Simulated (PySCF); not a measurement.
C₄H₃F, SMILES F/C=C\C#C. The structure is a stationary point at PBE-D3(BJ)/def2-SVP. The structure was generated by enumeration; whether it is a known compound was not checked.

Problem. Give the equilibrium geometry at PBE-D3(BJ)/def2-SVP (PySCF confirms it by a frequency run) as Cartesian coordinates in Å, and its point group. (Estimate from the structure and the level; the computed values follow.)

Solution. point group Cs.
```xyz
8

C      0.4189    -2.2336     0.0000
C     -0.1894    -1.1687     0.0000
C     -0.9241     0.0443     0.0000
C     -0.3774     1.2815     0.0000
F      0.9401     1.4908     0.0000
H      0.9634    -3.1672     0.0000
H     -2.0261    -0.0049     0.0000
H     -0.9662     2.2136     0.0000
```
